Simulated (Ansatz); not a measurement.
Calculated with Ansatz (gas phase, PBE0-D4/def2-TZVP geometries, no zero-point term in ΔE). CCSD(T)/CBS adds triple-zeta CCSD(T) − MP2 to the extrapolated MP2 energy (def2 sets, frozen cores). DFT in def2-TZVPP. One conformer a species, not always the lowest.

Consider the isomerisation: `O=C[SiH](O)Cl` → `O[Si@@H]1O[C@@H]1Cl`.

`O=C[SiH](O)Cl`:

Z-matrix (Å, degrees):
```
Si
C 1 1.921
Cl 1 2.050 2 105.5
O 1 1.624 2 105.0 3 120.1
H 1 1.476 2 115.4 3 -118.3
O 2 1.208 1 117.3 3 -113.9
H 2 1.112 1 122.9 3 63.8
H 4 0.964 1 113.7 2 -15.4
```

`O[Si@@H]1O[C@@H]1Cl`:

Cartesian coordinates in Å:
```
O 1.677 -0.744 -0.456
Si 0.705 0.278 0.339
O -0.606 -0.289 1.180
C -1.057 0.396 -0.018
Cl -1.757 -0.695 -1.231
H 1.255 -1.431 -0.978
H 1.549 1.292 0.982
H -1.766 1.192 0.182
```

**Question.** Is it downhill or uphill in electronic energy at CCSD(T)/CBS, and by how much? (Best estimate.)

**Answer.** Ansatz gave: Uphill: ΔE = +1.13 eV.

**Question.** What do these levels give: PBE0-D4, r2SCAN0-D4, CAM-B3LYP-D4, ωB97M-V, revPBE, BHLYP, RPA@PBE/def2-TZVPP, CCSD/def2-TZVPP, CCSD(T)/def2-TZVPP, HF/def2-QZVPP, SCS-MP2/def2-QZVPP, MP2/CBS(def2)? (Best estimate.)

**Answer.** Computed: PBE0-D4 1.06, r2SCAN0-D4 1.07, CAM-B3LYP-D4 1.16, ωB97M-V 1.13, revPBE 1.12, BHLYP 1.25, RPA@PBE/def2-TZVPP 1.16, CCSD/def2-TZVPP 1.20, CCSD(T)/def2-TZVPP 1.17, HF/def2-QZVPP 1.49, SCS-MP2/def2-QZVPP 1.15, MP2/CBS(def2) 1.06 eV.

Largest T1 diagnostic among the species: 0.014.

From BLYP to BHLYP (50 % exact exchange), in def2-TZVPP and without D4, ΔE moves by +0.04 eV. In def2-TZVPP, CCSD(T) changes the Hartree–Fock value by −0.34 eV (the triples alone add −0.04 eV) and MP2 by −0.41 eV. Leaving LDA and LC-ωPBE aside and taking each functional with its dispersion term where it has one, the values, not all of them listed here, spread over 0.21 eV, from PBE-D4 to BHLYP-D4. LDA lies −0.25 eV from PBE without D4.
